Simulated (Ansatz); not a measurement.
C2H7FSSi can be A, `C[SiH](S)CF`, or B, `CC(F)S[SiH3]`.

Gas-phase electronic energies from Ansatz, PBE0-D4/def2-TZVP geometries. CCSD(T)/CBS is the MP2 limit (def2-TZVPP, def2-QZVPP) plus CCSD(T) − MP2 in def2-TZVPP, frozen cores. Functionals use def2-TZVPP. B3LYP here is the variant with VWN-RPA as its local correlation; programs differ in this. Each species was taken in one conformer, which may not be the lowest.

Which isomer does CCSD(T)/CBS put lower? Give the gap. (An estimate is asked.)

Ansatz gave: A, by 62.0 kJ/mol.

Give E(B) − E(A) in kJ/mol with PBE0-D4, B3LYP, MP2/def2-TZVPP, PBE-D4, CCSD/def2-TZVPP, r2SCAN-D4, ωB97M-V. (Best estimate.)

The calculation gave: PBE0-D4 61.8, B3LYP 63.6, MP2/def2-TZVPP 62.0, PBE-D4 59.6, CCSD/def2-TZVPP 63.2, r2SCAN-D4 62.0, ωB97M-V 64.0. None reverses the order clearly.

Largest T1 diagnostic: 0.011.
